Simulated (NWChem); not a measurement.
AlF2, doublet; SMILES [F][Al][F]

Program: NWChem. Spin-unrestricted. In the optimisation the excess spin sits in a1 (C2v, its own frame). The geometry was optimised at PBE0/def2-SVP, spin-unrestricted. The spin multiplicity was typed, not searched, and may not be the lowest. No stability test was run on the SCF state.

**Question.** What does the run give for PW91/def2-TZVP? Quantities: highest occupied level (eV); lowest empty minus highest occupied level, either spin (eV); dipole (D); <S²>.

**Answer.** 
```
Quantity                                                     Result
-----------------------------------------------------------  ------
highest occupied level (eV)                                   -6.05
lowest empty minus highest occupied level, either spin (eV)    1.71
dipole (D)                                                     1.79
<S²>                                                          0.751
```
